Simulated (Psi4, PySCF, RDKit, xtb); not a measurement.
Torsional profile of SMILES C=C[SiH2]C (C₃H₈Si), singlet. Scanned: dihedral C1–C2–Si3–C4; all other coordinates were relaxed at GFN2-xTB. Points at φ and −φ are mirror images. Heavy atoms are numbered in the order of the SMILES C=C[SiH2]C, hydrogens after them in the order of the atoms that carry them; the mirror image has the same energies with the sign of each dihedral reversed.

Levels of theory: MMFF94 // GFN2-xTB (RDKit); RKS-B3LYP/6-31G* = restricted B3LYP/6-31G*, spherical d // GFN2-xTB (PySCF); GFN1-xTB // GFN2-xTB (xtb); MP2/cc-pVTZ = DF-MP2 (frozen core)/cc-pVTZ // GFN2-xTB in Psi4.

Energies relative to the lowest point of each profile, in kJ/mol; the last columns give the difference from MP2:

```json
[
 {"φ / °": "-165", "MMFF94": "1.06", "RKS-B3LYP/6-31G*": "5.38", "GFN1-xTB": "3.00", "MP2/cc-pVTZ": "5.64", "MMFF94 − MP2/cc-pVTZ": "-4.58", "RKS-B3LYP/6-31G* − MP2/cc-pVTZ": "-0.26", "GFN1-xTB − MP2/cc-pVTZ": "-2.64"},
 {"φ / °": "-150", "MMFF94": "0.69", "RKS-B3LYP/6-31G*": "3.04", "GFN1-xTB": "1.88", "MP2/cc-pVTZ": "3.50", "MMFF94 − MP2/cc-pVTZ": "-2.81", "RKS-B3LYP/6-31G* − MP2/cc-pVTZ": "-0.46", "GFN1-xTB − MP2/cc-pVTZ": "-1.62"},
 {"φ / °": "-135", "MMFF94": "0.28", "RKS-B3LYP/6-31G*": "0.87", "GFN1-xTB": "0.80", "MP2/cc-pVTZ": "1.47", "MMFF94 − MP2/cc-pVTZ": "-1.19", "RKS-B3LYP/6-31G* − MP2/cc-pVTZ": "-0.61", "GFN1-xTB − MP2/cc-pVTZ": "-0.68"},
 {"φ / °": "-120", "MMFF94": "0.02", "RKS-B3LYP/6-31G*": "0.00", "GFN1-xTB": "0.36", "MP2/cc-pVTZ": "0.57", "MMFF94 − MP2/cc-pVTZ": "-0.55", "RKS-B3LYP/6-31G* − MP2/cc-pVTZ": "-0.57", "GFN1-xTB − MP2/cc-pVTZ": "-0.22"},
 {"φ / °": "-105", "MMFF94": "0.00", "RKS-B3LYP/6-31G*": "0.75", "GFN1-xTB": "0.79", "MP2/cc-pVTZ": "1.12", "MMFF94 − MP2/cc-pVTZ": "-1.12", "RKS-B3LYP/6-31G* − MP2/cc-pVTZ": "-0.37", "GFN1-xTB − MP2/cc-pVTZ": "-0.33"},
 {"φ / °": "-90", "MMFF94": "0.13", "RKS-B3LYP/6-31G*": "2.74", "GFN1-xTB": "1.95", "MP2/cc-pVTZ": "2.81", "MMFF94 − MP2/cc-pVTZ": "-2.68", "RKS-B3LYP/6-31G* − MP2/cc-pVTZ": "-0.06", "GFN1-xTB − MP2/cc-pVTZ": "-0.86"},
 {"φ / °": "-75", "MMFF94": "0.28", "RKS-B3LYP/6-31G*": "4.90", "GFN1-xTB": "3.27", "MP2/cc-pVTZ": "4.71", "MMFF94 − MP2/cc-pVTZ": "-4.43", "RKS-B3LYP/6-31G* − MP2/cc-pVTZ": "0.19", "GFN1-xTB − MP2/cc-pVTZ": "-1.44"},
 {"φ / °": "-60", "MMFF94": "0.39", "RKS-B3LYP/6-31G*": "5.87", "GFN1-xTB": "3.95", "MP2/cc-pVTZ": "5.59", "MMFF94 − MP2/cc-pVTZ": "-5.20", "RKS-B3LYP/6-31G* − MP2/cc-pVTZ": "0.28", "GFN1-xTB − MP2/cc-pVTZ": "-1.63"},
 {"φ / °": "-45", "MMFF94": "0.51", "RKS-B3LYP/6-31G*": "5.06", "GFN1-xTB": "3.45", "MP2/cc-pVTZ": "4.81", "MMFF94 − MP2/cc-pVTZ": "-4.30", "RKS-B3LYP/6-31G* − MP2/cc-pVTZ": "0.25", "GFN1-xTB − MP2/cc-pVTZ": "-1.36"},
 {"φ / °": "-30", "MMFF94": "0.73", "RKS-B3LYP/6-31G*": "3.11", "GFN1-xTB": "2.04", "MP2/cc-pVTZ": "2.82", "MMFF94 − MP2/cc-pVTZ": "-2.09", "RKS-B3LYP/6-31G* − MP2/cc-pVTZ": "0.29", "GFN1-xTB − MP2/cc-pVTZ": "-0.79"},
 {"φ / °": "-15", "MMFF94": "0.85", "RKS-B3LYP/6-31G*": "1.22", "GFN1-xTB": "0.60", "MP2/cc-pVTZ": "0.82", "MMFF94 − MP2/cc-pVTZ": "0.02", "RKS-B3LYP/6-31G* − MP2/cc-pVTZ": "0.40", "GFN1-xTB − MP2/cc-pVTZ": "-0.22"},
 {"φ / °": "0", "MMFF94": "0.83", "RKS-B3LYP/6-31G*": "0.43", "GFN1-xTB": "0.00", "MP2/cc-pVTZ": "0.00", "MMFF94 − MP2/cc-pVTZ": "0.83", "RKS-B3LYP/6-31G* − MP2/cc-pVTZ": "0.43", "GFN1-xTB − MP2/cc-pVTZ": "0.00"},
 {"φ / °": "15", "MMFF94": "0.85", "RKS-B3LYP/6-31G*": "1.22", "GFN1-xTB": "0.60", "MP2/cc-pVTZ": "0.82", "MMFF94 − MP2/cc-pVTZ": "0.02", "RKS-B3LYP/6-31G* − MP2/cc-pVTZ": "0.40", "GFN1-xTB − MP2/cc-pVTZ": "-0.22"},
 {"φ / °": "30", "MMFF94": "0.73", "RKS-B3LYP/6-31G*": "3.11", "GFN1-xTB": "2.04", "MP2/cc-pVTZ": "2.82", "MMFF94 − MP2/cc-pVTZ": "-2.09", "RKS-B3LYP/6-31G* − MP2/cc-pVTZ": "0.29", "GFN1-xTB − MP2/cc-pVTZ": "-0.79"},
 {"φ / °": "45", "MMFF94": "0.51", "RKS-B3LYP/6-31G*": "5.06", "GFN1-xTB": "3.45", "MP2/cc-pVTZ": "4.81", "MMFF94 − MP2/cc-pVTZ": "-4.30", "RKS-B3LYP/6-31G* − MP2/cc-pVTZ": "0.25", "GFN1-xTB − MP2/cc-pVTZ": "-1.36"},
 {"φ / °": "60", "MMFF94": "0.39", "RKS-B3LYP/6-31G*": "5.87", "GFN1-xTB": "3.95", "MP2/cc-pVTZ": "5.59", "MMFF94 − MP2/cc-pVTZ": "-5.20", "RKS-B3LYP/6-31G* − MP2/cc-pVTZ": "0.28", "GFN1-xTB − MP2/cc-pVTZ": "-1.63"},
 {"φ / °": "75", "MMFF94": "0.28", "RKS-B3LYP/6-31G*": "4.90", "GFN1-xTB": "3.27", "MP2/cc-pVTZ": "4.71", "MMFF94 − MP2/cc-pVTZ": "-4.43", "RKS-B3LYP/6-31G* − MP2/cc-pVTZ": "0.19", "GFN1-xTB − MP2/cc-pVTZ": "-1.44"},
 {"φ / °": "90", "MMFF94": "0.13", "RKS-B3LYP/6-31G*": "2.74", "GFN1-xTB": "1.95", "MP2/cc-pVTZ": "2.81", "MMFF94 − MP2/cc-pVTZ": "-2.68", "RKS-B3LYP/6-31G* − MP2/cc-pVTZ": "-0.06", "GFN1-xTB − MP2/cc-pVTZ": "-0.86"},
 {"φ / °": "105", "MMFF94": "0.00", "RKS-B3LYP/6-31G*": "0.75", "GFN1-xTB": "0.79", "MP2/cc-pVTZ": "1.12", "MMFF94 − MP2/cc-pVTZ": "-1.12", "RKS-B3LYP/6-31G* − MP2/cc-pVTZ": "-0.37", "GFN1-xTB − MP2/cc-pVTZ": "-0.33"},
 {"φ / °": "120", "MMFF94": "0.02", "RKS-B3LYP/6-31G*": "0.00", "GFN1-xTB": "0.36", "MP2/cc-pVTZ": "0.57", "MMFF94 − MP2/cc-pVTZ": "-0.55", "RKS-B3LYP/6-31G* − MP2/cc-pVTZ": "-0.57", "GFN1-xTB − MP2/cc-pVTZ": "-0.22"},
 {"φ / °": "135", "MMFF94": "0.28", "RKS-B3LYP/6-31G*": "0.87", "GFN1-xTB": "0.80", "MP2/cc-pVTZ": "1.47", "MMFF94 − MP2/cc-pVTZ": "-1.19", "RKS-B3LYP/6-31G* − MP2/cc-pVTZ": "-0.61", "GFN1-xTB − MP2/cc-pVTZ": "-0.68"},
 {"φ / °": "150", "MMFF94": "0.69", "RKS-B3LYP/6-31G*": "3.04", "GFN1-xTB": "1.88", "MP2/cc-pVTZ": "3.50", "MMFF94 − MP2/cc-pVTZ": "-2.81", "RKS-B3LYP/6-31G* − MP2/cc-pVTZ": "-0.46", "GFN1-xTB − MP2/cc-pVTZ": "-1.62"},
 {"φ / °": "165", "MMFF94": "1.06", "RKS-B3LYP/6-31G*": "5.38", "GFN1-xTB": "3.00", "MP2/cc-pVTZ": "5.64", "MMFF94 − MP2/cc-pVTZ": "-4.58", "RKS-B3LYP/6-31G* − MP2/cc-pVTZ": "-0.26", "GFN1-xTB − MP2/cc-pVTZ": "-2.64"},
 {"φ / °": "180", "MMFF94": "1.21", "RKS-B3LYP/6-31G*": "6.40", "GFN1-xTB": "3.48", "MP2/cc-pVTZ": "6.57", "MMFF94 − MP2/cc-pVTZ": "-5.36", "RKS-B3LYP/6-31G* − MP2/cc-pVTZ": "-0.17", "GFN1-xTB − MP2/cc-pVTZ": "-3.09"}
]
```

MMFF94 is furthest from MP2/cc-pVTZ at 180 (-5.36 kJ/mol, below); its mean absolute difference over the points is 2.67 kJ/mol.

RKS-B3LYP/6-31G* is furthest from MP2/cc-pVTZ at -135 (-0.61 kJ/mol, below); its mean absolute difference over the points is 0.34 kJ/mol.

GFN1-xTB is furthest from MP2/cc-pVTZ at 180 (-3.09 kJ/mol, below); its mean absolute difference over the points is 1.11 kJ/mol.

MMFF94 has few fitted parameters for silicon.
